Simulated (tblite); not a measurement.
C4H5 (SMILES [CH-]=C1CC1), charge -1, singlet, geometry from GFN2-xTB; GFN1-xTB in tblite.

The tblite input:
```
$ tblite run mol.xyz --method gfn1 --charge -1 --spin 0 --grad --json tblite.json --no-restart

# file mol.xyz
9

C     -0.00477750    -0.00846867     0.42733059
C     -0.00174017    -0.76951404    -0.83385328
C      0.02025666     0.75423460    -0.88448337
C     -0.02048610    -0.11308971     1.73328716
H     -0.90781767    -1.26894023    -1.19210447
H      0.89751813    -1.29434815    -1.17242457
H      0.93628317     1.22602460    -1.25140807
H     -0.87391678     1.25150097    -1.27114099
H     -0.01158415     0.90678977     2.23339151
```

It wrote (shortened):

```
xTB calculator
 | screened Coulomb repulsion
 | Coulomb electrostatics
 |  * isotropic Klopman-Ohno-Mataga-Nishimoto electrostatics
 |  * onsite third-order electrostatics
 | DFT-D3(BJ) dispersion correction

halogen bonding energy    0.0000000000000E+00 Eh
repulsion energy          1.7404858555715E-01 Eh
dispersion energy        -2.2940342224027E-03 Eh
number of electrons       2.2000000000000E+01 e
integral cutoff           1.9731147476801E+01 bohr

------------------------------------------------------------
  cycle        total energy    energy error   density error
------------------------------------------------------------
      1     -11.15199519660  -1.1323750E+01   7.1485777E-01
      2     -11.21263334789  -6.0638151E-02   4.1019682E-01
      3     -11.21318153464  -5.4818675E-04   1.2028994E-01
      4     -11.21388378640  -7.0225176E-04   5.6263715E-03
      5     -11.21390448938  -2.0702976E-05   2.2338210E-03
      6     -11.21390668169  -2.1923089E-06   7.8987591E-05
      7     -11.21390668786  -6.1777179E-09   2.7072096E-05
      8     -11.21390668807  -2.1106850E-10   6.7543115E-06
------------------------------------------------------------

electronic energy        -1.1385661239410E+01 Eh
total energy             -1.1213906688075E+01 Eh

Post processing:
 | Mayer-Wiberg bond orders

[Info] Tight-binding results written to 'tblite.txt'
[Info] JSON dump of results written to 'tblite.json'
```
